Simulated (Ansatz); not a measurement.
Reaction (redistribution): `B[SiH2][CH2][GeH3]` + `C[SiH2]BO` → `B[SiH2]B[SiH2]C` + `O[CH2][GeH3]`

Computed with Ansatz on PBE0-D4/def2-TZVP structures; ΔE is electronic, products minus reactants. CCSD(T)/CBS adds triple-zeta CCSD(T) − MP2 to the extrapolated MP2 energy (def2 sets, frozen cores). Functionals use def2-TZVPP. B3LYP here is the variant with VWN-RPA as its local correlation; programs differ in this. For Ge outer-core shells are correlated without core-valence functions, which leaves a few kJ/mol of doubt a bond. Scalar relativity is left out up to krypton. Each species was taken in one conformer, which may not be the lowest.

`B[SiH2][CH2][GeH3]`:

```xyz
13

B    -1.399   -2.345   -0.486
Si   -0.064   -1.023    0.230
C    -0.229    0.741   -0.380
Ge    1.108    1.969    0.353
H    -1.355   -3.482   -0.114
H    -2.249   -2.063   -1.280
H     1.298   -1.537   -0.113
H    -0.155   -1.041    1.722
H    -1.221    1.125   -0.124
H    -0.149    0.760   -1.470
H     2.521    1.490   -0.024
H     0.993    2.014    1.887
H     0.902    3.391   -0.201
```

`C[SiH2]BO`:

Cartesian coordinates in Å:
```
C 0.031 0.334 1.663
Si 0.504 -0.743 0.200
B -0.189 -0.059 -1.577
O -0.929 1.074 -1.594
H 0.426 1.344 1.539
H -1.056 0.410 1.747
H 0.419 -0.073 2.599
H 1.991 -0.863 0.115
H -0.009 -2.133 0.403
H 0.033 -0.624 -2.620
H -1.221 1.332 -2.474
```

`B[SiH2]B[SiH2]C`:

Cartesian coordinates in Å:
```
B -1.233 2.218 -0.280
Si -0.240 1.065 -1.590
B -0.808 -0.743 -0.935
Si 0.156 -1.715 0.530
C 1.394 -0.683 1.489
H -2.305 2.676 -0.541
H -0.789 2.410 0.813
H -0.619 1.341 -3.004
H 1.232 1.255 -1.432
H -1.781 -1.245 -1.419
H -0.817 -2.341 1.475
H 0.862 -2.837 -0.168
H 0.895 0.140 2.005
H 1.912 -1.286 2.238
H 2.142 -0.254 0.819
```

`O[CH2][GeH3]`:

Z-matrix (Å, degrees):
```
C
Ge 1 1.968
O 1 1.415 2 108.0
H 1 1.098 2 108.5 3 -121.7
H 1 1.098 2 108.5 3 121.7
H 2 1.536 1 110.0 3 -60.7
H 2 1.540 1 108.6 3 179.8
H 2 1.536 1 110.0 3 60.2
H 3 0.960 1 108.8 2 180.0
```

| level | ΔE (kJ/mol) |
| --- | --- |
| r2SCAN | 247.6 |
| B3LYP | 250.4 |
| SCS-MP2/def2-TZVPP | 265.0 |
| MP2/CBS(def2) | 269.2 |

Problem. What does CCSD(T)/CBS give? (An estimate is asked.)

Solution. Ansatz gave: +255.1 kJ/mol. The listed levels differ from it by -7.5, -4.7, 9.9, 14.1 kJ/mol.

Largest T1 diagnostic among the species: 0.015.

From PBE to PBE0 (25 % exact exchange), in def2-TZVPP and without D4, ΔE moves by +8.2 kJ/mol.
